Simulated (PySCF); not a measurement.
PySCF job for CH11N3Si2, SMILES C[Si@H](N)[SiH](N)N, B3LYP-D3(BJ)/def2-SVP. Geometry: B3LYP-D3(BJ)/def2-SVP. The structure was generated by enumeration; whether it is a known compound was not checked. Other conformers were not sampled.

```python
import numpy as np
from pyscf import gto, scf, dft, df
from pyscf.hessian import thermo

mol = gto.M(
    atom='''
    C    -1.96320646    1.37074491   -0.59445116
    Si   -1.15018457   -0.33208889   -0.39887807
    N    -1.48877675   -1.17174139    1.10347810
    Si    1.19599710   -0.07032454   -0.37895714
    N     1.78608612    1.53480584   -0.06115556
    N     1.64432554   -1.07848744    0.96360512
    H    -1.74384973    1.78406285   -1.59402825
    H    -3.05906265    1.32451086   -0.48133306
    H    -1.56886099    2.07986469    0.15197695
    H    -1.67121878   -1.19803147   -1.50439401
    H    -0.98815860   -0.85334885    1.92938534
    H    -2.44164024   -1.43170455    1.34541109
    H     1.81331075   -0.38273886   -1.71211392
    H     2.05773818    2.13981476   -0.82883247
    H     1.44858033    2.07035169    0.73250248
    H     1.08246416   -1.90471495    1.15003035
    H     2.61711656   -1.21078699    1.22630188
    ''',
    basis='def2-SVP',
    charge=0,
    spin=0,
    max_memory=1600,
    verbose=3,
)
mf = dft.RKS(mol, xc='b3lyp').density_fit(auxbasis='def2-universal-jkfit')
mf.disp = 'd3bj'
mf.grids.level = 3
mf.conv_tol = 1e-11
mf.max_cycle = 100
mf.kernel()

# [left out here: the lines that compute and print the analytic Hessian (its translational invariance restored by hand, since the grid's response is missing), thermochemistry and intensities]
```

Program output:

```
converged SCF energy = -787.782779369577

WARN: DFTD3 does not support analytical Hessian, using finite difference


WARN: Mole.unit (angstrom) is changed to Bohr

Mode                                 0                   1                   2
Irrep
Freq [cm^-1]                       42.2059             96.7865            130.6783
Reduced mass [au]                   3.1728              2.8648              1.7304
Force const [Dyne/A]                0.0033              0.0158              0.0174
Char temp [K]                      60.7249            139.2542            188.0170
Normal mode                   x     y     z       x     y     z       x     y     z
       0   C                 0.02  0.03  0.11   -0.15 -0.05 -0.01    0.03 -0.00 -0.03
       1  Si                 0.00  0.01 -0.01    0.00  0.03  0.00    0.00 -0.01  0.04
       2   N                -0.02 -0.09 -0.07    0.02 -0.00 -0.00   -0.11 -0.02  0.01
       3  Si                 0.00 -0.02  0.01    0.01  0.03  0.01    0.00  0.02  0.02
       4   N                 0.02 -0.00 -0.11    0.15 -0.02 -0.01    0.01  0.02 -0.03
       5   N                -0.04  0.08  0.09   -0.04 -0.01 -0.00    0.09 -0.02 -0.05
       6   H                 0.06  0.12  0.15   -0.17 -0.02  0.00    0.33  0.09  0.08
       7   H                 0.02  0.03  0.06   -0.15 -0.18 -0.04   -0.01 -0.02 -0.36
       8   H                -0.00 -0.04  0.18   -0.26 -0.01  0.01   -0.20 -0.06  0.15
       9   H                -0.01  0.09 -0.07    0.08 -0.02  0.00    0.07 -0.02  0.03
      10   H                -0.07 -0.09 -0.04   -0.06  0.06  0.02   -0.31  0.06  0.10
      11   H                -0.02 -0.13 -0.12    0.03 -0.09 -0.06   -0.12 -0.14 -0.15
      12   H                 0.03 -0.13  0.04   -0.04 -0.01 -0.00   -0.09  0.04 -0.03
      13   H                 0.07 -0.07 -0.15    0.18 -0.05 -0.01   -0.01  0.01 -0.05
      14   H                 0.00  0.07 -0.17    0.23  0.00  0.01    0.07  0.04 -0.02
[...]
      10   H                -0.00  0.00 -0.00   -0.12 -0.06  0.09   -0.14 -0.05  0.09
      11   H                 0.00 -0.00  0.00    0.04  0.03  0.15    0.04  0.02  0.16
      12   H                 0.00  0.00  0.00    0.00 -0.00 -0.00    0.02 -0.00 -0.01
      13   H                 0.00  0.00  0.00   -0.02  0.09  0.07    0.11 -0.49 -0.39
      14   H                -0.01 -0.00 -0.00    0.04  0.11 -0.06   -0.18 -0.52  0.32
      15   H                 0.00 -0.00  0.00   -0.52  0.25 -0.29   -0.07  0.03 -0.05
      16   H                -0.00  0.00 -0.00    0.17  0.54 -0.24    0.02  0.07 -0.03
Mode                                33                  34                  35
Irrep
Freq [cm^-1]                     1542.3772           2146.6153           2179.1920
Reduced mass [au]                   1.1070              1.0401              1.0406
Force const [Dyne/A]                1.5515              2.8237              2.9116
Char temp [K]                    2219.1374           3088.5015           3135.3722
Normal mode                   x     y     z       x     y     z       x     y     z
       0   C                 0.00 -0.00  0.00   -0.00 -0.00 -0.00   -0.00 -0.00 -0.00
       1  Si                 0.00  0.01 -0.00   -0.00 -0.00 -0.00   -0.01 -0.02 -0.02
       2   N                -0.03 -0.02  0.07   -0.00 -0.00  0.00   -0.00  0.00  0.00
       3  Si                -0.00 -0.00 -0.00   -0.01  0.01  0.03    0.00 -0.00 -0.01
       4   N                 0.00  0.02  0.00   -0.00  0.00  0.00   -0.00 -0.00 -0.00
       5   N                 0.01 -0.02  0.01   -0.00 -0.00  0.00   -0.00  0.00 -0.00
       6   H                -0.00  0.00  0.00   -0.00 -0.00 -0.00    0.00 -0.00 -0.00
       7   H                 0.00 -0.00 -0.00   -0.00  0.00 -0.00   -0.00 -0.00  0.00
       8   H                 0.00  0.00 -0.00    0.00 -0.00  0.00    0.00 -0.01  0.00
       9   H                -0.00 -0.02  0.00    0.06  0.10  0.13    0.33  0.56  0.71
      10   H                 0.50  0.19 -0.35    0.00 -0.00 -0.00    0.01 -0.00 -0.01
      11   H                -0.16 -0.08 -0.59   -0.00  0.00  0.00   -0.00 -0.00 -0.01
      12   H                -0.00  0.00 -0.01    0.39 -0.21 -0.85   -0.07  0.04  0.15
      13   H                 0.02 -0.11 -0.09   -0.00  0.01  0.01   -0.00 -0.00 -0.00
      14   H                -0.04 -0.12  0.07    0.00  0.01 -0.00    0.00 -0.00  0.00
      15   H                -0.16  0.08 -0.07   -0.00 -0.00  0.01    0.00 -0.00 -0.00
      16   H                 0.05  0.15 -0.08   -0.00 -0.00 -0.00   -0.00  0.00 -0.00
Mode                                36                  37                  38
Irrep
Freq [cm^-1]                     3015.9736           3103.6334           3111.0730
Reduced mass [au]                   1.0351              1.1014              1.1029
Force const [Dyne/A]                5.5472              6.2506              6.2894
Char temp [K]                    4339.3145           4465.4375           4476.1414
Normal mode                   x     y     z       x     y     z       x     y     z
       0   C                 0.02 -0.04  0.01   -0.03 -0.00  0.08   -0.08 -0.04 -0.03
       1  Si                -0.00  0.00 -0.00   -0.00 -0.00  0.00   -0.00 -0.00 -0.00
       2   N                 0.00 -0.00  0.00    0.00  0.00 -0.00    0.00  0.00  0.00
       3  Si                -0.00 -0.00  0.00    0.00 -0.00  0.00    0.00 -0.00  0.00
       4   N                -0.00  0.00 -0.00   -0.00  0.00 -0.00   -0.00  0.00 -0.00
       5   N                 0.00  0.00  0.00   -0.00 -0.00 -0.00    0.00  0.00  0.00
       6   H                 0.13  0.21 -0.55    0.15  0.28 -0.68   -0.01  0.01 -0.04
       7   H                -0.55 -0.04  0.06    0.37  0.02 -0.02    0.68  0.03 -0.08
       8   H                 0.20  0.34  0.38   -0.17 -0.29 -0.29    0.22  0.42  0.44
       9   H                 0.00 -0.00 -0.00   -0.00 -0.00 -0.00    0.00  0.00  0.00
      10   H                 0.00  0.00  0.00    0.00  0.00  0.00    0.00 -0.00  0.00
      11   H                -0.00 -0.00  0.00   -0.00  0.00 -0.00    0.00  0.00 -0.00
      12   H                 0.00  0.00 -0.00    0.00  0.00 -0.00   -0.00  0.00 -0.00
      13   H                 0.00 -0.00  0.00    0.00 -0.00  0.00    0.00 -0.00  0.00
      14   H                 0.00 -0.00 -0.00   -0.00 -0.00 -0.00    0.00 -0.00  0.00
      15   H                -0.00  0.00 -0.00   -0.00  0.00  0.00   -0.00  0.00 -0.00
      16   H                 0.00 -0.00  0.00   -0.00  0.00 -0.00   -0.00 -0.00 -0.00
Mode                                39                  40                  41
Irrep
Freq [cm^-1]                     3542.1788           3548.0141           3570.8902
Reduced mass [au]                   1.0497              1.0491              1.0498
Force const [Dyne/A]                7.7596              7.7812              7.8870
Char temp [K]                    5096.4067           5104.8024           5137.7159
Normal mode                   x     y     z       x     y     z       x     y     z
       0   C                 0.00  0.00 -0.00   -0.00  0.00  0.00   -0.00  0.00  0.00
       1  Si                -0.00  0.00 -0.00    0.00 -0.00  0.00    0.00 -0.00 -0.00
       2   N                -0.02 -0.00  0.05    0.00 -0.00 -0.00   -0.00 -0.00  0.00
       3  Si                -0.00  0.00 -0.00    0.00  0.00 -0.00   -0.00 -0.00 -0.00
       4   N                 0.00 -0.00 -0.00   -0.00  0.00 -0.00   -0.00  0.05  0.01
       5   N                 0.00 -0.00  0.00    0.02 -0.04  0.02   -0.00  0.00 -0.00
       6   H                -0.00  0.00 -0.00    0.00 -0.00  0.00    0.00 -0.00  0.00
       7   H                -0.00 -0.00  0.00   -0.00  0.00 -0.00   -0.00 -0.00  0.00
       8   H                 0.00 -0.00  0.00    0.00 -0.00 -0.00    0.00 -0.00 -0.00
       9   H                -0.00 -0.00 -0.00   -0.00 -0.00  0.00   -0.00 -0.00 -0.00
      10   H                -0.35 -0.20 -0.53    0.03  0.02  0.04   -0.00 -0.00 -0.00
      11   H                 0.66  0.19 -0.15   -0.05 -0.01  0.01    0.00  0.00 -0.00
      12   H                 0.00 -0.00 -0.00   -0.00  0.00 -0.00    0.00 -0.00 -0.00
      13   H                 0.00  0.00 -0.00   -0.00 -0.01  0.01   -0.19 -0.37  0.50
      14   H                -0.00  0.00  0.00    0.00 -0.01 -0.01    0.24 -0.37 -0.58
      15   H                 0.03  0.04 -0.01    0.38  0.54 -0.13   -0.01 -0.01  0.00
      16   H                -0.05  0.01 -0.01   -0.67  0.07 -0.18    0.02 -0.00  0.00
Mode                                42                  43                  44
Irrep
Freq [cm^-1]                     3635.3905           3649.9257           3668.1546
Reduced mass [au]                   1.0956              1.0971              1.0964
Force const [Dyne/A]                8.5313              8.6112              8.6917
Char temp [K]                    5230.5175           5251.4304           5277.6578
Normal mode                   x     y     z       x     y     z       x     y     z
       0   C                -0.00  0.00 -0.00   -0.00 -0.00  0.00    0.00 -0.00  0.00
       1  Si                 0.00  0.00  0.00    0.00  0.00 -0.00    0.00  0.00  0.00
       2   N                 0.07  0.03  0.03   -0.00 -0.00 -0.00    0.00  0.00  0.00
       3  Si                -0.00 -0.00 -0.00   -0.00 -0.00  0.00   -0.00  0.00  0.00
       4   N                 0.00  0.00 -0.00    0.00  0.00 -0.00   -0.03 -0.01  0.07
       5   N                -0.00 -0.00  0.00   -0.07 -0.03 -0.00   -0.00 -0.00 -0.00
       6   H                 0.00  0.00 -0.00    0.00 -0.00  0.00    0.00  0.00  0.00
       7   H                 0.00  0.00 -0.00    0.00  0.00 -0.00    0.00 -0.00  0.00
       8   H                 0.00  0.00  0.00    0.00  0.00  0.00   -0.00  0.00 -0.00
       9   H                -0.00 -0.00 -0.00   -0.00 -0.00  0.00    0.00  0.00  0.00
      10   H                -0.34 -0.21 -0.57    0.01  0.00  0.01   -0.00 -0.00 -0.00
      11   H                -0.61 -0.17  0.16    0.01  0.00 -0.00   -0.00 -0.00  0.00
      12   H                 0.00 -0.00  0.00    0.00 -0.00 -0.00    0.00  0.00 -0.00
      13   H                -0.00 -0.00  0.00   -0.00 -0.01  0.01    0.19  0.43 -0.53
      14   H                 0.00 -0.00 -0.00   -0.01  0.01  0.01    0.21 -0.34 -0.49
      15   H                 0.01  0.01 -0.00    0.37  0.56 -0.13    0.01  0.02 -0.00
      16   H                 0.01 -0.00  0.00    0.63 -0.09  0.17    0.01 -0.00  0.00
temperature 298.1500 [K]
pressure 101325.00 [Pa]
Rotational constants [GHz] 2.78764 1.60695 1.17805
Symmetry number 1
Zero-point energy (ZPE) 0.13277 [Eh]   348581.432 [J/mol]
                           tot       elec      trans        rot        vib
Entropy [J/mol/K]       425.222      0.000    168.587    119.247    137.388
Cv [J/mol/K]            170.096      0.000     12.472     12.472    145.153
Cp [J/mol/K]            178.411      0.000     20.786     12.472    145.153
Internal energy [J/mol]                      3718.434   3718.434 370934.249
Internal energy [Eh]   -787.63867  -787.78278
Enthalpy [J/mol]                             6197.391   3718.434 370934.249
Enthalpy [Eh]          -787.63772
Gibbs free energy [J/mol]                  -44066.910 -31835.080 329972.135
Gibbs free energy [Eh] -787.68601
mode   freq/cm-1   IR/(km/mol)
   1       42.21         0.463
   2       96.79         2.034
   3      130.68         4.421
   4      154.38         5.245
   5      170.73         3.242
   6      194.59        13.198
   7      216.38        10.934
   8      250.41        42.663
   9      303.03        25.264
  10      314.09         1.228
  11      340.83       153.255
  12      403.37         6.706
  13      415.49       177.716
  14      439.65       138.658
  15      494.10        73.001
  16      633.99         1.603
  17      661.04        47.582
  18      720.62        25.967
  19      735.90        27.735
  20      745.38        11.376
  21      760.71        59.488
  22      793.27        58.678
  23      829.65        86.851
  24      867.25       130.200
  25      872.69       203.812
  26      914.37        10.288
  27      929.75       166.639
  28      947.53        80.200
  29     1260.73        16.323
  30     1430.64         1.268
  31     1432.12         4.923
  32     1525.54        65.580
  33     1536.95        36.405
  34     1542.38        43.337
  35     2146.62       179.809
  36     2179.19       194.228
  37     3015.97         8.734
  38     3103.63        11.297
  39     3111.07        11.418
  40     3542.18        10.781
  41     3548.01        11.774
  42     3570.89        20.079
  43     3635.39        15.269
  44     3649.93        24.004
  45     3668.15        19.198
max |gradient| / (hartree/bohr): 5.952260567789207e-05
APT charges: [-3.6050e-01  1.1016e+00 -8.0130e-01  1.3274e+00 -8.0630e-01 -8.2010e-01
  1.1000e-03 -1.0200e-02  6.0000e-03 -3.1190e-01  1.7110e-01  1.5830e-01
 -3.4450e-01  1.5920e-01  1.7930e-01  1.8430e-01  1.6660e-01]
```

Self-consistency was reached.
